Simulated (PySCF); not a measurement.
From one molecule to another.

First species: 3-aminophenol, C6H7NO.
Bonds: N1–C2, C2–C3 (aromatic), C3–C4 (aromatic), C4–C5 (aromatic), C5–C6 (aromatic), C6–O7, C6–C8 (aromatic), C2–C8 (aromatic). Hydrogens: H9, H10 on N1; H11 on C3; H12 on C4; H13 on C5; H14 on O7; H15 on C8.

Second species: 2-methylpentane-1,5-diol, C₆H₁₄O₂.
SMILES: `C[C@H](CO)CCCO`

Levels: PBE0/def2-SVPD for HOMO energy, LUMO energy, HOMO–LUMO gap and static isotropic polarisability; TDDFT PBE0/def2-SVPD for lowest singlet excitation; TDA PBE0/def2-SVPD for lowest triplet excitation (Tamm–Dancoff); ΔSCF PBE0/def2-SVPD for vertical ionisation energy. Geometries: PBE0-D3(BJ)/def2-SVP. Each species is one conformer at its optimised geometry, gas phase, non-relativistic unless stated. Electronic properties by PySCF.

The conformers computed, where there is a choice (atom-mapped SMILES and torsion angles):
- `[NH2:1][c:2]1[cH:3][cH:4][cH:5][c:6]([OH:7])[cH:8]1`: H–N1–C2–C3 22°, H–N1–C2–C3 161°, H–O7–C6–C5 0°

The conformers of `C[C@H](CO)CCCO` aren't listed.

Task: Which has the higher T1 energy?

Result: The second: 6.55 eV against 3.86 eV, a difference of 2.69 eV.

Task: Which has the higher S1 energy?

Result: The second: 6.80 eV against 4.86 eV, a difference of 1.94 eV.

Task: Which has the higher HOMO energy?

Result: The first: -5.88 eV against -7.68 eV, a difference of 1.80 eV.

Task: Which has the higher static isotropic polarisability?

Result: The first: 84.4 au against 83.9 au, a difference of 0.5 au.

Task: Which has the higher HOMO–LUMO gap?

Result: The second: 8.03 eV against 5.93 eV, a difference of 2.10 eV.

Task: Which of the two has the higher vertical ionisation energy, and by how much?

Result: The second: 9.47 eV against 7.69 eV, a difference of 1.78 eV.

Task: Which of the two has the higher LUMO energy, and by how much?

Result: The second: 0.35 eV against 0.05 eV, a difference of 0.30 eV.

On the first: The principal polarisabilities are 49.8, 91.8 and 111.6 au; their mean is the isotropic value. The ΔSCF ionisation energy exceeds −ε(HOMO) by 1.81 eV with PBE0.

On the second: The vertical singlet–triplet gap S1 − T1 is 0.25 eV (TDDFT singlet less Tamm–Dancoff triplet; S1: HOMO→LUMO, weight 0.66; T1: HOMO→LUMO, weight 0.56). S1 lies 1.23 eV below the HOMO–LUMO gap; its leading configuration is HOMO→LUMO, weight 0.66.
